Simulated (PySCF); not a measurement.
Consider `[NH3]->[Be](<-[NH3])([Cl])[Cl]` (BeCl2H6N2). Coordinates in Å; atoms count from 1 in this order:
```
Be    0.5567    0.0032    0.3987
Cl    0.2584    0.0318    2.3510
Cl    2.3239   -0.0225   -0.4827
N    -0.2805    1.4685   -0.2379
H    -1.2662    1.5750    0.0410
H    -0.2012    1.6074   -1.2554
H     0.2320    2.2456    0.2054
N    -0.3044   -1.4670   -0.1968
H    -0.3938   -1.5593   -1.2185
H    -1.2249   -1.6235    0.2379
H     0.3030   -2.2407    0.1123
```

These are calculated values, PBE0-D3(BJ)/ma-def2-SVP in PySCF (grid level 2) at geometries from PBE-D3(BJ)/def2-SVP. Thermal corrections: GFN2-xTB frequencies, unscaled, ideal gas at 298.15 K and 1 bar, quasi-RRHO entropy. These were taken at the GFN2-xTB minima.

Q: What are the vertical and the adiabatic ionisation energy for forming the radical cation?

A: 9.50 eV vertical and 8.76 eV adiabatic, the latter with zero-point energy.

Q: Where does the unpaired spin of the relaxed radical cation sit?

A: Cl3 (chlorine) 0.50, Cl2 (chlorine) 0.50 (intrinsic atomic orbital populations).

Q: What oxidation potential follows in DMSO (IEF-PCM), given that Fc+/Fc comes at 4.47 V absolute with this functional and basis?

A: In the gas phase ΔG of oxidation is 8.742 eV, and solvation is -109.1 kJ/mol for the parent and -286.9 kJ/mol for the product, so the absolute potential is 6.90 V, or 2.43 V against Fc+/Fc. Fc+/Fc in DMSO, 4.47 V, is PBE0-D3(BJ)/ma-def2-SVP on PBE0-D3(BJ)/def2-SVP structures with GFN2-xTB thermal terms. Benchmark calculations put it near 5.0 V in acetonitrile and DMSO, so it is about 0.5 V low, and the value against it can read up to that much too high. The solvent is electrostatics only, on gas-phase structures; the absolute scale refers to an electron at rest in vacuum.

Q: How far is −ε(HOMO) from the vertical value by ΔSCF?

A: −ε(HOMO) = 7.35 eV, which is 2.15 eV below the ΔSCF value.

Known limits: ma-def2-SVP is a small basis, whose errors can reach tens of kJ/mol; spin-orbit coupling is left out of the energies, which matters for open shells on the heavier atoms.
